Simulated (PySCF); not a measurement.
Working out the ionisation energy of Ga²⁺

Ga²⁺ [Ar] 3d10 4s1 (2S) → Ga³⁺ [Ar] 3d10 (1S). Calculation: PySCF 2.14, in def2-TZVPPD (7s5p5d1f, 54 functions); no relativity, point nucleus. Frozen: [Ne]. Energies in hartree (1 hartree = 27.21139 eV):

| part | Ga²⁺ (lower) | Ga³⁺ (upper) |
| --- | --- | --- |
| UHF | -1922.341999 | -1921.269496 |
| MP2 opposite-spin | -0.177771 | -0.167377 |
| MP2 same-spin | -0.091207 | -0.082773 |

Task: What does Hartree-Fock give?

Result: (-1921.269496) − (-1922.341999) = 1.072503 hartree = 29.184 eV.

Task: What do MP2 and SCS-MP2 (6/5 opposite-spin, 1/3 same-spin) give?

Result: The opposite-spin parts differ by 0.283 eV and the same-spin parts by 0.230 eV. MP2: 29.184 + (0.283) + (0.230) = 29.697 eV. SCS-MP2: 29.184 + 1.2 × (0.283) + (0.230)/3 = 29.600 eV.

Measured between the centres of the two terms (NIST): 30.726 eV, so MP2 (valence and next inner shell) is off by -1.029 eV.

The calculation is non-relativistic.

What remains against the reference includes basis incompleteness, the frozen core and correlation beyond second order.
